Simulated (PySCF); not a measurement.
**TDDFT excited states: C6H9P**

Compound: C6H9P.
InChI=1S/C6H9P/c1-3-5-7-6-4-2/h3,5,7H,1-2H3/b5-3-

The calculation used TDDFT CAM-B3LYP/def2-SVPD, vertical, gas phase, core orbitals frozen in the response in PySCF 2.14.0, density-fitted response routines. One conformer (not necessarily the lowest) at the GFN2-xTB geometry, without solvent, vibrations or thermal averaging.

Question: What does the calculation give for the low-lying excited states?

Answer: 

```
state  E (eV)  E (hartree)       f   main configurations (H = HOMO, L = LUMO)
   S1    5.42       0.1993   0.036        H→L (56%), H→L+3 (18%), H→L+2 (12%)
   S2    5.87       0.2158   0.015        H→L+2 (33%), H→L (29%), H→L+3 (15%)
   S3    6.20       0.2277   0.082      H→L+4 (19%), H→L+1 (11%), H→L+6 (10%)
   S4    6.29       0.2313   0.077                   H→L+1 (62%), H→L+4 (24%)
   S5    6.57       0.2415  0.0037  H-1→L+4 (20%), H-2→L+4 (15%), H-1→L (15%)
   S6    6.60       0.2424   0.028    H→L+2 (26%), H→L+3 (15%), H-2→L+2 (10%)
   S7    6.85       0.2517   0.016      H-1→L (27%), H→L+4 (21%), H-2→L (10%)
   S8    6.97       0.2560   0.059      H→L+3 (23%), H→L+5 (14%), H-2→L (12%)
```

Triplets, Tamm–Dancoff:

| state | E (eV) | λ (nm) | main configurations (H = HOMO, L = LUMO) |
| --- | --- | --- | --- |
| T1 | 4.06 | 305.0 | H→L (51%), H-1→L (12%), H-2→L (10%) |
| T2 | 4.92 | 252.1 | H→L (22%), H→L+4 (21%), H→L+3 (18%) |
| T3 | 4.97 | 249.5 | H→L+2 (28%), H→L+4 (20%), H→L+3 (11%) |

The lowest singlet comes at 229 nm (523 kJ/mol) in the ultraviolet; it is of moderate strength; its leading configuration is HOMO→LUMO (56%). The most intense listed level is S3 at 6.20 eV (200 nm, f = 0.082), 0.77 eV above S1. Löwdin shares by element: HOMO carbon 38% or more, phosphorus 35% (atoms not listed hold the other 27%); LUMO carbon 40% or more, phosphorus 22%, hydrogen 12% or more (atoms not listed hold the other 27%). Weighted by f, the mean energy of these states is 6.33 eV. The oscillator strengths of these states sum to 0.316; summed over the whole spectrum of an exact calculation they would give the number of electrons, 60 (Thomas–Reiche–Kuhn). The listed states span 1.54 eV, and the widest gap between neighbours is 0.45 eV (S1 to S2). Only the lowest 8 singlets were computed, as vertical energies without vibronic structure.

The run took 51 s of wall time (with the writing of density and orbital grids) on Arm Neoverse V1, one thread, on a shared host, and the process peaked at 0.98 GiB of memory.
